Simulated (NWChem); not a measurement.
Everything below was run with NWChem. System: C2H5S, charge 1, spin multiplicity 1, at the geometry of a parent with another charge or spin, in a state set for the comparison that need not be this species' ground state. Level: MP2/def2-SVPD, 7 core orbitals frozen.

Output (cleaned and shortened):

```
             Northwest Computational Chemistry Package (NWChem) 7.3.0
             --------------------------------------------------------

                                NWChem Input Module
                                -------------------

 Scaling coordinates for geometry "geometry" by  1.889725989
 (inverse scale =  0.529177249)

                             Geometry "geometry" -> ""
                             -------------------------

 Output coordinates in angstroms (scale by  1.889725989 to convert to a.u.)

  No.       Tag          Charge          X              Y              Z
 ---- ---------------- ---------- -------------- -------------- --------------
    1 C                    6.0000     1.44123000     0.04504500    -0.31009900
    2 S                   16.0000    -0.01491300    -0.29338900     0.54296200
    3 C                    6.0000    -1.27170600     0.39269500    -0.58066200
    4 H                    1.0000     2.36686700    -0.31134000     0.14458500
    5 H                    1.0000     1.46867800     0.79727200    -1.10154600
    6 H                    1.0000    -1.11035900     1.47042200    -0.73423600
    7 H                    1.0000    -1.25432300    -0.12906100    -1.54883400
    8 H                    1.0000    -2.24939600     0.24049400    -0.10279400

 Effective nuclear repulsion energy (a.u.)     103.2907222285

            Nuclear Dipole moment (a.u.)
            ----------------------------
        X                 Y               Z
 ---------------- ---------------- ----------------
     0.0000056692     0.0000056692     0.0000018897


 Summary of "ao basis" -> "" (spherical)
 ------------------------------------------------------------------------------
       Tag                 Description            Shells   Functions and Types
 ---------------- ------------------------------  ------  ---------------------
 *                         def2-svpd                  on all atoms

 Summary of "ao basis" -> "ao basis" (spherical)
 ------------------------------------------------------------------------------
       Tag                 Description            Shells   Functions and Types
 ---------------- ------------------------------  ------  ---------------------
 C                         def2-svpd                 8       20   4s2p2d
 S                         def2-svpd                11       27   5s4p2d
 H                         def2-svpd                 4        8   2s2p

                                 NWChem SCF Module
                                 -----------------

  ao basis        = "ao basis"
  functions       =   107
  atoms           =     8
  closed shells   =    16
  open shells     =     0
  charge          =   1.00
  wavefunction    = RHF
  use symmetry    = F
  symmetry adapt  = F

 Summary of "ao basis" -> "ao basis" (spherical)
 ------------------------------------------------------------------------------
       Tag                 Description            Shells   Functions and Types
 ---------------- ------------------------------  ------  ---------------------
 C                         def2-svpd                 8       20   4s2p2d
 S                         def2-svpd                11       27   5s4p2d
 H                         def2-svpd                 4        8   2s2p

 Forming initial guess at       0.0s

      Superposition of Atomic Density Guess
      -------------------------------------

 Sum of atomic energies:        -475.09819748

 Renormalizing density from      33.00 to     32

      Non-variational initial energy
      ------------------------------

 Total energy =    -467.105547
 1-e energy   =    -831.208848
 2-e energy   =     260.812579
 HOMO         =      -0.688881
 LUMO         =      -0.432667

 Starting SCF solution at       0.8s

 ----------------------------------------------
         Quadratically convergent ROHF

 Convergence threshold     :          1.000E-07
 Maximum no. of iterations :          100
 Final Fock-matrix accuracy:          1.000E-09
 ----------------------------------------------

              iter       energy          gnorm     gmax       time
             ----- ------------------- --------- --------- --------
[...]
    54     -0.240563  3 C  pz                23      0.238112  2 S  s
    33     -0.210108  2 S  py                28      0.189715  2 S  pz
    69     -0.164462  4 H  s                 30     -0.155703  2 S  py
    51      0.156276  3 C  s

 Vector   16  Occ=2.000000D+00  E=-6.401149D-01
              MO Center=  2.5D-01, -1.3D-01,  1.3D-01, r^2= 2.2D+00
   Bfn.  Coefficient  Atom+Function         Bfn.  Coefficient  Atom+Function
  ----- ------------  ---------------      ----- ------------  ---------------
    33      0.475207  2 S  py                30      0.348787  2 S  py
    27      0.193378  2 S  py                 6      0.188230  1 C  py
     7      0.180359  1 C  pz                34      0.174590  2 S  pz
     9      0.167664  1 C  py                93      0.157120  7 H  s
    53     -0.152792  3 C  py

 Vector   17  Occ=0.000000D+00  E=-2.095657D-01
              MO Center=  9.1D-01, -7.5D-02, -8.8D-02, r^2= 2.6D+00
   Bfn.  Coefficient  Atom+Function         Bfn.  Coefficient  Atom+Function
  ----- ------------  ---------------      ----- ------------  ---------------
     6      0.352519  1 C  py                33     -0.344335  2 S  py
     9      0.339075  1 C  py                 7      0.278571  1 C  pz
    10      0.233741  1 C  pz                34     -0.223408  2 S  pz
    30     -0.215324  2 S  py

 Vector   18  Occ=0.000000D+00  E=-7.350458D-02
              MO Center=  1.3D+00, -2.6D-01,  3.5D-01, r^2= 7.7D+00
   Bfn.  Coefficient  Atom+Function         Bfn.  Coefficient  Atom+Function
  ----- ------------  ---------------      ----- ------------  ---------------
    69      1.895029  4 H  s                  4     -1.108995  1 C  s
    35     -0.892381  2 S  px                25     -0.859807  2 S  s
    50     -0.731413  3 C  s                  3     -0.555897  1 C  s
    73     -0.522305  4 H  px                 8     -0.501320  1 C  px
    77      0.499541  5 H  s                 85      0.407901  6 H  s

 Vector   19  Occ=0.000000D+00  E=-6.617938D-02
              MO Center= -8.8D-01,  3.1D-01, -1.6D-01, r^2= 8.1D+00
   Bfn.  Coefficient  Atom+Function         Bfn.  Coefficient  Atom+Function
  ----- ------------  ---------------      ----- ------------  ---------------
    25      2.105670  2 S  s                101     -1.029023  8 H  s
    69     -0.995124  4 H  s                 50      0.974630  3 C  s
    37     -0.666093  2 S  pz                85     -0.642523  6 H  s
    35     -0.541344  2 S  px                93     -0.521594  7 H  s
     3      0.479743  1 C  s                 36      0.449325  2 S  py

 center of mass
 --------------
 x =   0.02393823 y =  -0.06329130 z =   0.10225892

 moments of inertia (a.u.)
 ------------------
          93.609884098014          23.704669917728         -17.585408577469
          23.704669917728         281.184669695526          34.740944493166
         -17.585408577469          34.740944493166         241.504499475246

  Mulliken analysis of the total density
  --------------------------------------

    Atom       Charge   Shell Charges
 -----------   ------   -------------------------------------------------------
    1 C    6     5.58   1.99  0.98  0.08 -0.05  1.79  0.83  0.03 -0.08
    2 S   16    16.12   2.00  1.99  1.25  0.58  0.01  5.94  1.68  2.41  0.10  0.12  0.05
    3 C    6     6.05   1.99  0.88  0.03 -0.02  2.00  1.21  0.03 -0.08
    4 H    1     0.93   0.71  0.16  0.03  0.03
    5 H    1     0.85   0.71  0.11  0.03 -0.00
    6 H    1     0.82   0.72  0.00  0.03  0.07
    7 H    1     0.81   0.72  0.00  0.03  0.06
    8 H    1     0.83   0.72 -0.00  0.03  0.08

       Multipole analysis of the density wrt the origin
       ------------------------------------------------

     L   x y z        total         open         nuclear
     -   - - -        -----         ----         -------
     0   0 0 0      1.000000      0.000000     33.000000

     1   1 0 0      0.718856      0.000000      0.000006
     1   0 1 0      0.329905      0.000000      0.000006
     1   0 0 1     -0.585941      0.000000      0.000002

     2   2 0 0     -8.487587      0.000000    134.968086
     2   1 1 0     -0.435319      0.000000    -14.693402
     2   1 0 1     -0.395786      0.000000     11.902765
     2   0 2 0    -17.501746      0.000000     18.869055
     2   0 1 1     -1.184181      0.000000    -20.813752
     2   0 0 2    -16.227631      0.000000     41.066406

                   NWChem MP2 Semi-direct Energy/Gradient Module
                   ---------------------------------------------

  Basis functions       =    107
  Molecular orbitals    =    107
  Frozen core           =      7
  Frozen virtuals       =      0
  Active alpha occupied =      9
  Active beta occupied  =      9
  Active alpha virtual  =     91
  Active beta virtual   =     91
  Use MO symmetry       = F
  Use skeleton AO sym   = F

  AO/Fock/Back tols     =   1.0D-09  1.0D-09  1.0D-09

 GA uses MA = F    GA memory limited = T

 Available:
  local mem=  1.26D+08
 global mem=  1.44D+08
 local disk=  0.00D+00
  mp2_memr nvloc                    91
  nvloc new                    91
   1 passes of   9:        3145728                      44240                  16058948.
   1 passes of   9: M    126152918           G      144156302           F     123007190.

 Semi-direct pass number   1 of   1  for RHF alpha+beta  at        3.8s
  vrange nnbf                  5760
  mp2_eaftype                    61  avail_ma_in_mb                  1099
 EAF : mp2_eaftype filesize          61    8029474.
  mp2_eaf for mointskh                     61
Node 0 wrote     37.7 Mb in      0.1 s     Agg I/O rate:   538.5 Mb/s
 Done moints_semi at        5.7s
  mp2_eaftype                    61  avail_ma_in_mb                  1038
 EAF : mp2_eaftype filesize          61    8029474.
  mp2_eaf for kh                    61
 Done maket at        5.8s
 Done multipass loop at        5.8s

          -------------------------------------------
          SCF energy                -475.690541378357
          Correlation energy          -0.422160048617
          Singlet pairs               -0.278927930012
          Triplet pairs               -0.143232118605
          Total MP2 energy          -476.112701426974
          -------------------------------------------

          ---------------------------------------------------
                    Spin Component Scaled (SCS) MP2
          Same spin pairs                     -0.095488079070
          Same spin scaling factor             0.333333333333
          Opposite spin pairs                 -0.326671969547
          Opposite spin scaling fact.          1.200000000000
          SCS-MP2 correlation energy          -0.423835723146
          Total SCS-MP2 energy              -476.114377101503
          ---------------------------------------------------

 -----------------------
 Performance information
 -----------------------

 Timer overhead =  9.62D-08 seconds/call

               Nr. of calls         CPU time (s)                 Wall time (s)                GFlops
             ---------------    -------------------     ------------------------------   -------------------
Name         Min   Avg   Max    Min     Avg     Max     Min     Avg     Max   Mx/calls   Min     Max     Sum
mp2: moin     1     1     1    1.9     1.9     1.9      1.9     1.9     1.9     1.9      0.0     0.0     0.0
mp2: make     1     1     1   0.11    0.11    0.11     0.11    0.11    0.11    0.11      0.0     0.0     0.0
mp2: tota     1     1     1    2.0     2.0     2.0      2.0     2.0     2.0     2.0      0.0     0.0     0.0

 The average no. of pstat calls per process was 3.00D+00
 with a timing overhead of 2.89D-07s

 Task  times  cpu:        5.8s     wall:        5.8s

 Total times  cpu:        5.8s     wall:        5.8s
```

Write an NWChem input that would produce this output.

This is not unique; one that fits is 
```
start mol
memory heap 200 mb stack 900 mb global 1100 mb
charge 1
geometry units angstroms nocenter noautoz noautosym
  C      1.441230     0.045045    -0.310099
  S     -0.014913    -0.293389     0.542962
  C     -1.271706     0.392695    -0.580662
  H      2.366867    -0.311340     0.144585
  H      1.468678     0.797272    -1.101546
  H     -1.110359     1.470422    -0.734236
  H     -1.254323    -0.129061    -1.548834
  H     -2.249396     0.240494    -0.102794
end
basis spherical
  * library def2-svpd
end
scf
  rhf
  nopen 0
  maxiter 100
  thresh 1e-7
  semidirect memsize 60000000 filesize 0
end
mp2
  freeze core 7
end
task mp2 energy
```
